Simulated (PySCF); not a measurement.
## Trend along group 14: MCl molecules

CCSD(T) with triple-zeta basis sets in PySCF, for the lowest determinant that a PBE0 search found; no spin–orbit coupling. De refers to high-spin ground-configuration atoms.

```
 M         basis  reference, frozen orbitals  state (unpaired electrons)  Re (Å)  ωe (cm⁻¹)  De (eV)
 C    def2-TZVPP                      UHF, 6               doublet (π ↑)   1.656        873     4.00
Si  x2c-TZVPPall                     UHF, 10               doublet (π ↑)   2.073        535     4.18
Ge    def2-TZVPP                     UHF, 14               doublet (π ↑)   2.175        414     3.91
Sn    def2-TZVPP                      UHF, 9               doublet (π ↑)   2.366        355     3.74
Pb  x2c-TZVPPall                     UHF, 39               doublet (π ↑)   2.466        318     3.54
```

The shortest bond is that of CCl (1.656 Å), the longest that of PbCl (2.466 Å).

The rows differ in basis set, which adds steps of its own.

Relativity is treated differently too: C no relativity; Si spin-free X2C; Ge no relativity; Sn scalar-relativistic core potentials; Pb spin-free X2C.

Down a group bonds as a rule get longer and wavenumbers fall, partly through the reduced mass; this series shows no clear exception.

Correlated steps freeze the inner cores (6 to 39 orbitals); shallow outer-core shells are correlated. Spin–orbit coupling is left out, which matters for elements this heavy, above all for dissociation energies. States were picked by a PBE0 search and need not be the measured ground states.
